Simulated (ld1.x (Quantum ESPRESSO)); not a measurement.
# Pseudopotential generation for gold: TM, PBE, scalar-relativistic.

- Element: Au (Z = 79)
- Generator: ld1.x (Quantum ESPRESSO) 7.5
- Type: norm-conserving Troullier–Martins (Kleinman–Bylander form)
- Functional: PBE
- Relativity: scalar-relativistic
- Frozen core: [Kr] 4d10 4f14 5s2
- Valence charge: 17
- Reference configuration: 5p6 5d10 6s0 6p0 (charge +1)
- Partial waves: 5p (bound): rc 1.05 bohr; 5d (bound): rc 1.80 bohr; 6s (bound, empty): rc 1.65 bohr
- Local potential: the s channel
- Core correction: Bessel-smoothed model core inside 1.00 bohr

All-electron outer shells of the reference configuration (PBE, scalar-relativistic, ld1.x):

```
shell  level (eV)  outermost node (bohr)  outermost maximum (bohr)
   4f      -89.58                      –                      0.37
   5p      -68.34                   0.52                      0.96
   5d      -15.33                   0.56                      1.21
   6s      -13.21                   1.11                      2.24
   6p       -6.71                   1.31                      3.06
```

Task: Does the generator finish with these settings?

Result: Yes, a potential is produced.

Task: Estimate the cutoffs (Ry, on a coarse ladder) from which the occupation-weighted sum of valence levels, in a spherical-Bessel basis at the reference potential, stays within 10 and 1 mRy of its value at 400 Ry.

Result: 140 Ry and 230 Ry.

Task: What does a ghost test show?

Result: No extra level below or beside the all-electron valence levels (p, d, s, f tested). The logarithmic derivative shows an extra or strongly shifted pseudo pole above the reference energy (s near 0.78 Ry).

Task: Which valence shell sets the plane-wave cutoff?

Result: 5p: its level needs 160 Ry to come within 1 mRy, against 45 Ry for 5d.

Task: Tests: 5p6 5d10 6s1 6p0; 5p6 5d9 6s0 6p0; 5p6 5d8 6s0 6p0; 5p6 5d9 6s2 6p0; 5p6 5d9 6s1 6p1; 5p6 5d7 6s0 6p0; 5p6 5d9 6s1 6p0. Which has the largest error in its energy relative to the reference configuration, and how large is it?

Result: 5p6 5d9 6s1 6p1, with -468 meV (all-electron minus pseudo) on -1.91 eV.
